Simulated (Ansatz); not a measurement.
Born–Oppenheimer molecular dynamics of CH7BN2 (11 atoms, charge 0, multiplicity 1). It goes on from the last frame of an earlier run, with new velocities.

Method: RKS PBE0-D4/STO-3G (Ansatz 0.2.0).

```yaml
ensemble: NVT, Nosé–Hoover chain
time_step: 1 fs
steps_asked: 166
set_temperature: 1000 K
thermostat: time constant 100 fs, chain length 3 (defaults)
temperature_schedule: 41 steps to 1000 K, then 125 steps to 250 K
seed: 636862
```

Frames 10 fs apart, positions in Å, forces in eV/Å.

Velocities at 0 fs (Å/ps):

```
B 1.97 10.97 -5.92
N -5.59 -3.28 1.04
H -11.51 26.72 -19.65
H 1.77 -28.40 6.30
C -1.11 0.89 -5.05
H -66.75 -11.33 17.93
H 54.75 31.98 27.78
H -33.72 -12.42 -26.07
N 7.12 -4.60 3.48
H 27.62 -9.74 59.90
H -1.38 -15.64 -5.17
```

```xyz
11
Properties=species:S:1:pos:R:3:forces:R:3 time_fs=0 energy_less_start_eV=0.000 T=1000
B -0.067 -0.086 -0.002 0.70 1.99 1.58
N 0.028 -0.184 1.445 0.88 -0.34 -1.74
H -0.805 -0.097 2.012 -0.82 -0.20 1.07
H 0.940 -0.223 2.004 -1.61 0.24 -1.17
C 1.309 0.197 -0.720 2.45 -2.09 1.35
H 1.693 -0.859 -0.833 0.06 1.00 -0.68
H 1.164 0.627 -1.680 0.06 0.44 -1.50
H 2.208 0.722 -0.218 -2.29 -0.57 -0.39
N -1.258 -0.011 -0.783 -2.79 -1.44 5.92
H -2.267 -0.186 -0.369 2.84 0.38 -0.62
H -1.398 0.114 -1.736 0.51 0.59 -3.83
11
Properties=species:S:1:pos:R:3:forces:R:3 time_fs=10 energy_less_start_eV=-0.221 T=1166
B -0.019 0.094 0.004 -0.73 -1.15 -0.48
N -0.062 -0.214 1.387 1.82 0.17 1.25
H -0.842 -0.010 2.024 -0.55 -0.16 -0.11
H 0.811 -0.369 1.965 -0.82 0.51 -0.84
C 1.309 0.171 -0.786 2.47 -1.95 3.50
H 1.585 -0.894 -1.053 0.07 1.15 0.62
H 1.396 0.685 -1.693 -0.21 1.67 -1.67
H 2.038 0.571 0.011 -0.42 -0.75 -2.07
N -1.209 -0.070 -0.692 -1.56 0.27 0.82
H -2.047 -0.279 -0.087 0.24 0.16 -1.43
H -1.332 -0.010 -1.719 -0.30 0.07 0.42
11
Properties=species:S:1:pos:R:3:forces:R:3 time_fs=20 energy_less_start_eV=0.206 T=816
B -0.010 0.181 0.010 -0.04 -3.59 0.08
N -0.118 -0.214 1.353 -0.15 1.00 1.41
H -1.025 -0.153 1.905 1.44 -0.19 -0.60
H 0.736 -0.228 1.903 0.44 0.07 1.23
C 1.394 0.130 -0.816 1.30 0.42 2.31
H 1.706 -0.858 -1.269 -1.05 1.12 0.25
H 1.354 0.926 -1.533 0.16 0.32 -1.44
H 2.296 0.420 -0.171 -1.54 -0.48 -0.61
N -1.236 -0.106 -0.598 1.28 2.00 -6.90
H -2.129 -0.348 -0.229 -1.65 -0.37 1.26
H -1.292 0.003 -1.699 -0.19 -0.31 3.01
11
Properties=species:S:1:pos:R:3:forces:R:3 time_fs=30 energy_less_start_eV=-0.094 T=1070
B 0.002 0.007 0.006 0.90 0.66 -0.42
N -0.083 -0.164 1.410 -3.15 -0.82 -0.78
H -1.051 -0.392 1.786 1.20 0.36 -0.31
H 0.525 0.002 2.189 1.68 0.31 0.75
C 1.448 0.188 -0.799 -1.98 -1.81 -0.38
H 1.364 -0.717 -1.466 1.09 0.19 0.95
H 1.354 0.927 -1.587 0.29 1.21 0.21
H 2.443 0.243 -0.262 -1.57 -0.13 -0.58
N -1.282 -0.074 -0.662 1.78 0.49 -2.50
H -2.090 -0.300 -0.091 -1.07 -0.15 0.29
H -1.519 0.023 -1.728 0.84 -0.33 2.78
11
Properties=species:S:1:pos:R:3:forces:R:3 time_fs=40 energy_less_start_eV=-0.179 T=1139
B 0.041 -0.135 -0.014 -2.94 2.39 0.80
N -0.081 -0.126 1.453 1.06 -0.26 -2.72
H -0.925 -0.516 1.879 -0.34 0.13 0.60
H 0.647 0.208 2.114 -0.22 -0.49 -0.22
C 1.338 0.198 -0.822 2.34 -0.99 0.22
H 1.556 -0.651 -1.521 -0.39 1.10 -0.16
H 1.496 1.206 -1.300 -0.85 -1.23 0.21
H 2.185 0.095 -0.123 0.02 0.29 0.04
N -1.244 -0.034 -0.701 -0.12 -0.97 2.97
H -2.109 -0.160 -0.077 1.14 0.19 -1.33
H -1.486 -0.065 -1.698 0.31 -0.15 -0.40
11
Properties=species:S:1:pos:R:3:forces:R:3 time_fs=50 energy_less_start_eV=0.167 T=877
B -0.061 -0.103 0.018 3.31 -0.42 0.33
N -0.060 -0.121 1.387 4.20 0.84 1.76
H -0.740 -0.345 2.076 -2.00 -0.33 1.02
H 0.864 0.095 1.862 -1.20 -0.53 -0.46
C 1.310 0.141 -0.782 -1.15 2.27 -0.44
H 1.605 -0.300 -1.762 -0.63 -0.49 0.98
H 1.114 1.237 -1.054 1.19 -1.25 0.51
H 2.109 0.068 -0.053 0.81 0.22 -0.18
N -1.181 -0.045 -0.680 -6.85 0.18 1.05
H -2.216 -0.029 -0.341 2.55 -0.18 -0.60
H -1.110 -0.180 -1.639 -0.23 -0.31 -3.96
11
Properties=species:S:1:pos:R:3:forces:R:3 time_fs=60 energy_less_start_eV=-0.247 T=1217
B -0.050 -0.077 0.029 -1.97 0.14 0.44
N 0.043 -0.117 1.437 -0.66 -0.07 -0.77
H -0.793 -0.034 2.038 0.36 -0.31 0.57
H 0.975 -0.251 1.881 -0.78 0.31 0.22
C 1.289 0.162 -0.698 -0.71 2.61 -3.32
H 1.247 -0.387 -1.670 0.50 0.87 0.35
H 1.325 1.324 -0.885 -0.24 -2.54 -0.24
H 2.238 0.000 -0.264 1.26 -0.99 1.33
N -1.274 -0.082 -0.789 2.46 -0.08 1.35
H -2.270 -0.025 -0.520 0.23 -0.16 0.13
H -1.109 -0.172 -1.804 -0.45 0.20 -0.06
11
Properties=species:S:1:pos:R:3:forces:R:3 time_fs=70 energy_less_start_eV=0.304 T=783
B -0.116 -0.042 0.036 1.63 0.86 -0.54
N 0.082 -0.111 1.489 -4.48 0.83 -0.59
H -0.691 0.058 2.213 0.77 -0.58 -1.41
H 0.889 -0.412 2.019 1.55 -0.12 -0.28
C 1.303 0.200 -0.714 -1.17 0.79 -2.48
H 1.254 -0.288 -1.712 0.08 -0.03 0.41
H 1.593 1.292 -1.027 -0.49 -2.24 1.66
H 2.040 -0.356 -0.160 1.25 0.40 0.36
N -1.271 -0.128 -0.842 3.13 0.57 -1.30
H -2.188 -0.150 -0.501 -3.30 -0.24 1.42
H -1.333 0.036 -1.923 1.03 -0.25 2.76
11
Properties=species:S:1:pos:R:3:forces:R:3 time_fs=80 energy_less_start_eV=0.138 T=922
B -0.093 0.046 0.032 -0.06 -1.46 -0.02
N -0.005 -0.094 1.445 -0.85 0.28 -0.75
H -0.721 -0.201 2.222 1.04 0.01 -1.30
H 0.968 -0.280 1.671 0.63 -0.10 1.51
C 1.291 0.143 -0.784 1.38 4.14 3.00
H 1.411 -0.194 -1.813 -0.40 0.36 -0.24
H 1.727 1.248 -0.562 -1.39 -2.56 -1.75
H 2.028 -0.356 -0.174 0.55 -1.24 0.12
N -1.231 -0.164 -0.755 1.71 1.79 -2.28
H -2.166 -0.369 -0.444 -1.53 0.13 0.30
H -1.120 0.319 -1.710 -1.09 -1.36 1.42
11
Properties=species:S:1:pos:R:3:forces:R:3 time_fs=90 energy_less_start_eV=-0.080 T=1121
B -0.037 0.030 0.005 0.69 -0.62 -0.30
N -0.046 -0.071 1.364 1.02 -0.20 3.40
H -0.795 -0.536 1.889 -0.52 0.20 0.24
H 0.815 0.007 1.963 -0.65 -0.21 -0.74
C 1.333 0.138 -0.722 0.57 4.49 -1.67
H 1.140 0.060 -1.786 -0.01 -0.61 -0.72
H 1.714 1.291 -0.718 -0.22 -3.62 0.81
H 2.051 -0.649 -0.465 0.36 0.62 0.39
N -1.215 -0.159 -0.689 -3.94 -0.59 0.09
H -2.216 -0.328 -0.298 2.42 0.44 -0.18
H -1.343 0.176 -1.636 0.30 0.10 -1.33
11
Properties=species:S:1:pos:R:3:forces:R:3 time_fs=100 energy_less_start_eV=0.316 T=794
B 0.038 -0.040 -0.020 -1.92 0.99 0.95
N -0.082 -0.079 1.407 1.26 0.30 -0.31
H -0.938 -0.490 1.746 -1.28 -0.31 0.94
H 0.573 0.140 2.211 -0.39 -0.33 -1.50
C 1.375 0.200 -0.776 3.08 1.36 0.57
H 1.047 0.137 -1.800 0.68 0.72 -1.28
H 2.146 1.129 -0.547 -3.20 -2.53 -0.79
H 2.043 -0.667 -0.642 -0.17 -0.08 0.08
N -1.269 -0.138 -0.698 1.46 0.45 6.49
H -2.061 -0.137 0.061 1.24 -0.26 -2.83
H -1.498 -0.267 -1.651 -0.75 -0.31 -2.32
11
Properties=species:S:1:pos:R:3:forces:R:3 time_fs=110 energy_less_start_eV=0.191 T=865
B 0.007 -0.038 0.002 0.42 0.22 -0.23
N -0.154 -0.114 1.429 2.09 0.55 -0.94
H -1.069 -0.196 1.912 0.38 0.10 -0.18
H 0.646 0.154 2.031 -0.42 -0.08 0.44
C 1.430 0.192 -0.895 0.36 2.14 4.35
H 1.484 0.559 -1.927 -1.09 -0.41 -0.11
H 1.952 1.113 -0.283 -0.93 -3.10 -1.65
H 2.040 -0.733 -0.811 0.17 0.72 0.02
N -1.233 -0.118 -0.627 -2.21 -0.83 -2.08
H -2.156 -0.115 -0.140 0.63 -0.05 0.49
H -1.409 -0.645 -1.512 0.61 0.74 -0.11
```

Of the whole run (166 fs, mean temperature of the second half 868 K): The conserved energy stayed within 4.2 meV per atom of its start (net change 0.42 meV per atom), so there is no drift, though single steps change it by up to 37 meV in the whole system, a sign of fast motions only just resolved. The schedule's set-point averaged 499 K over the second half and the system 868 K, so it lags behind the ramp. A run of 0.17 ps of so small a system gives no equilibrium averages. Limits of this set-up: minimal basis.

Run time: 4.3 min on 1 thread of Arm Neoverse V1, on a shared host, peak memory 0.084 GiB.
